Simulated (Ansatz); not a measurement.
Relaxing a trial structure of BClFH3Si

The starting geometry of this gas-phase singlet is a saddle point at PBE0-D3(BJ)/def2-SVP, pushed by 0.25 Å along its imaginary mode; its bonds are those of `FB([SiH3])Cl`.

| atom | x (Å) | y (Å) | z (Å) |
| --- | --- | --- | --- |
| B | -1.7401 | 1.7456 | 2.1759 |
| Cl | -2.1530 | 0.7301 | 3.5412 |
| F | -2.1958 | 2.9949 | 2.2137 |
| Si | -0.5975 | 1.1109 | 0.6208 |
| H | -0.4069 | -0.3887 | 0.6843 |
| H | 0.7377 | 1.8029 | 0.6878 |
| H | -1.2669 | 1.4931 | -0.6905 |

**Question.** Predict what it relaxes into with PBE0-D3(BJ)/def2-SVP.

**Answer.** It keeps its bonds, and is `FB([SiH3])Cl`.

The energy falls by 0.02 eV over 26 steps:

| step | E − E(last) (eV) |
| --- | --- |
| 1 | 0.024 |
| 4 | 0.010 |
| 7 | 0.009 |
| 9 | 0.008 |
| 12 | 0.006 |
| 15 | 0.002 |
| 18 | 0.001 |
| 20 | 0.000 |
| 23 | 0.000 |
| 26 | 0.000 |

Final geometry (Å):

```xyz
7

B    -1.7932    1.7477    2.1433
Cl   -1.5600    1.0785    3.7522
F    -2.7492    2.6418    2.0019
Si   -0.6121    1.1330    0.6106
H    -0.7632   -0.3457    0.4464
H     0.8145    1.4223    0.9531
H    -0.9593    1.8111   -0.6742
```

Frequencies at the end are all real (lowest 50 cm⁻¹). Run with Ansatz 0.2.0, 2.9 min on 1 thread of AMD EPYC (Zen 3), with other jobs on the host.
